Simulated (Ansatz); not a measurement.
Computed with Ansatz on PBE0-D4/def2-TZVP structures; ΔE is electronic, products minus reactants. CCSD(T)/CBS adds triple-zeta CCSD(T) − MP2 to the extrapolated MP2 energy (def2 sets, frozen cores). DFT in def2-TZVPP. def2 core potentials past Kr. For Sn outer-core shells are correlated without core-valence functions, which leaves a few kJ/mol of doubt a bond. Each species was taken in one conformer, which may not be the lowest.

Consider the cleavage of the Si–Sn bond: `[OH][SnH]([Cl])[SiH2]F` + `O[SiH](O)O` → `O[SiH](O)O[SiH2]F` + `[OH][SnH2][Cl]`.

Task: Is it downhill or uphill in electronic energy at CCSD(T)/CBS, and by how much? (An estimate is asked.)

Result: Ansatz gave: Downhill: ΔE = -26.5 kcal/mol.

Task: What do these levels give: PBE-D4, PBE, r2SCAN, CCSD(T)/def2-TZVPP, SCS-MP2/def2-QZVPP, MP2/CBS(def2)? (Best estimate.)

Result: The calculation gave: PBE-D4 -20.5, PBE -20.5, r2SCAN -25.6, CCSD(T)/def2-TZVPP -27.8, SCS-MP2/def2-QZVPP -28.6, MP2/CBS(def2) -26.6 kcal/mol.

Largest T1 diagnostic among the species: 0.013.

From PBE to PBE0 (25 % exact exchange), in def2-TZVPP and without D4, ΔE moves by −2.8 kcal/mol. In def2-TZVPP, CCSD(T) changes the Hartree–Fock value by +5.5 kcal/mol (the triples alone add +0.8 kcal/mol) and MP2 by +5.4 kcal/mol.
